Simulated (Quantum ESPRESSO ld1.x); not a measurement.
Problem. Species: neutral rhenium. Configuration: [Xe] 4f14 5d5 6s2. All-electron calculation, scalar-relativistic Kohn-Sham, PBEsol, spin-unpolarised, spherical densities, point nucleus. Program: ld1.x of Quantum ESPRESSO 7.5. Some entries of the table are withheld. Estimate them.

orbital  occ.  eigenvalue (hartree)  <r> (bohr)
1s          2              -2632.77         (1)
2s          2              -456.481         (2)
2p          6              -398.375     0.06835
3s          2                   (3)         (4)
3p          6              -88.5460         (5)
3d         10              -69.1295      0.1793
4s          2              -22.0409      0.4406
4p          6              -16.4225      0.4687
4d         10              -9.37729      0.5001
5s          2              -3.13443       1.035
5p          6              -1.72838       1.208
4f         14              -1.55616         (6)
6s          2              -0.21978       3.057
5d          5              -0.19840       1.931

Solution. 
(1) 1s <r> (bohr): 0.01804
(2) 2s <r> (bohr): 0.07622
(3) 3s eigenvalue (hartree): -105.676
(4) 3s <r> (bohr): 0.1975
(5) 3p <r> (bohr): 0.1979
(6) 4f <r> (bohr): 0.5806
